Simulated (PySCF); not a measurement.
## Os⁺ (osmium, charge +1) across methods

[Xe] 4f14 5d6 6s1, high-spin 6D determinant. Calculation: PySCF 2.14, in aug-cc-pwCVTZ-PP with ECP60MDF; scalar relativity through the core potential.

| method | E (hartree) | mean ε 5d α (eV) | mean ε 6s α (eV) | mean ε 5d β (eV) | Σ⟨r²⟩ (bohr²) | ⟨S²⟩ |
| --- | --- | --- | --- | --- | --- | --- |
| PBE0 | -90.4812 | -16.904 | -14.609 | -13.866 | 42.07 | 8.752 |
| PBE | -90.5138 | -15.320 | -13.828 | -12.524 | 42.28 | 8.751 |
| r2SCAN | -90.5334 | -15.781 | -14.175 | -12.542 | 41.91 | 8.752 |
| BHandHLYP | -90.3682 | -18.214 | -15.118 | -15.239 | 42.10 | 8.752 |
| B3LYP | -90.5113 | -16.458 | -14.387 | -13.789 | 42.26 | 8.751 |
| UHF | -89.83195 | -20.987 | -16.334 | -16.883 | 42.16 | 8.754 |
| LDA | -90.2973 | -15.409 | -14.092 | -12.592 | 42.46 | 8.751 |
| PW91 | -90.5569 | -15.372 | -13.900 | -12.592 | 42.27 | 8.751 |

Energies and moments cover only the electrons outside the core potential. Spin-orbit coupling, absent here, splits the open shell strongly.
